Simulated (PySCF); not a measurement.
A series of substituents X on one scaffold: SiH2(OH)-X. Isolated molecules, 0 K electronic values unless said otherwise. One relaxed conformer stands for each flexible species; it need not be the lowest. Strings in code marks are SMILES.

All values below come from PySCF with PBE-D3(BJ)/def2-TZVP // PBE0-D4/def2-TZVP. All candidates: neutral, multiplicity 1. Excitations are Tamm–Dancoff values on a coarser integration grid. The basis has no diffuse functions, so Rydberg states are missing or too high.

The S1 excitation (TDA) is 5.78 eV. The T1 excitation (TDA) comes out as 4.37 eV and the HOMO–LUMO gap is 5.35 eV.

**Question.** Name which member has these values.
A) `C[SiH2]O` (C–Si–O–H torsion 70°)
B) `O[SiH2]CF` (H–O–Si–C torsion 60°, O–Si–C–F torsion -60°)
C) `C=C[SiH2]O` (C–C–Si–O torsion -6°, C–Si–O–H torsion -73°)
D) `OC[SiH2]O`

**Answer.** C, `C=C[SiH2]O` (C–C–Si–O torsion -6°, C–Si–O–H torsion -73°). The others give `OC[SiH2]O`: 5.60 eV, 5.24 eV, 5.43 eV; `C[SiH2]O` (C–Si–O–H torsion 70°): 6.67 eV, 6.36 eV, 6.55 eV; `O[SiH2]CF` (H–O–Si–C torsion 60°, O–Si–C–F torsion -60°): 6.21 eV, 5.86 eV, 6.06 eV
